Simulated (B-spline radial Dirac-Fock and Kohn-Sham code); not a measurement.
The computed values come from a radial atomic solver: Dirac-Fock ΔSCF + Breit + QED. Free neutral atoms.

**Question.** Order these X-ray lines by photon energy, lowest first.
A. Os Lγ5
B. Ir Lα1
C. Bi Lα1
D. Tl Lβ2
E. Ge Kα1
F. Hf Lℓ

**Answer.** F (6954.7 eV), B (9174.2 eV), E (9885.6 eV), C (10837.5 eV), A (11722.8 eV), D (12267.3 eV).
